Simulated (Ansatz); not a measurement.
H$_{3}$Cl$_{3}$HfOSi, singlet, geometry from GFN2-xTB (such geometries of metal compounds can be far from the true shape) (core potentials on Hf); Ansatz (a quantum-chemistry and plane-wave program) with HF/def2-SV(P).

The Ansatz input:
Ansatz 0.2 input:
```yaml
crystal:
  periodic: [false, false, false]
  atoms:
    - {symbol: Hf, position_ang: [0.16198422, 0.08986631, 0.15434697]}
    - {symbol: Cl, position_ang: [1.67669179, 1.12473129, 1.46639015]}
    - {symbol: Cl, position_ang: [-0.93563556, -1.30710791, 1.53279462]}
    - {symbol: Cl, position_ang: [-1.24341668, 1.69597803, -0.55096803]}
    - {symbol: O, position_ang: [0.65066792, -0.87100724, -1.35901133]}
    - {symbol: Si, position_ang: [-0.43731869, -1.45667371, -2.41454629]}
    - {symbol: H, position_ang: [-1.74287364, -1.54049122, -1.70426651]}
    - {symbol: H, position_ang: [0.05106640, -2.77486407, -2.80862422]}
    - {symbol: H, position_ang: [-0.51381059, -0.52475309, -3.54403733]}
basis:
  gaussian:
    orbitals: def2-SV_P_.json
hamiltonian:
  xc: hf
```
The basis file holds def2-SV(P) in the JSON format of the Basis Set Exchange.

**Question.** What does Ansatz print? Leave out banner, timings and long lists.

**Answer.** 
```
Functional definition: HF
1201 factors; integrals over basis functions are off by at most 4.5e-4 eV
mean field evaluation 1: about -48736.9948 eV, gradient 4.3e1 eV
mean field evaluation 2: about -48737.2775 eV, gradient 4.4e1 eV
mean field evaluation 4: about -48741.6711 eV, gradient 3.1e0 eV
mean field evaluation 8: about -48741.7294 eV, gradient 2.6e-1 eV
mean field -48741.72969601 eV, -1791.2255279973 hartree, gradient 2.5e-5 eV, S^2 0.000000; 0 other end points of the search recorded, 0 dependent functions left out
reference -48741.72969601 eV, -1791.2255279973 hartree; 44, 44 occupied and 73, 73 virtual orbitals, 1201 factors
Total energy: -48741.72969601 eV, -1791.2255279973 hartree
```
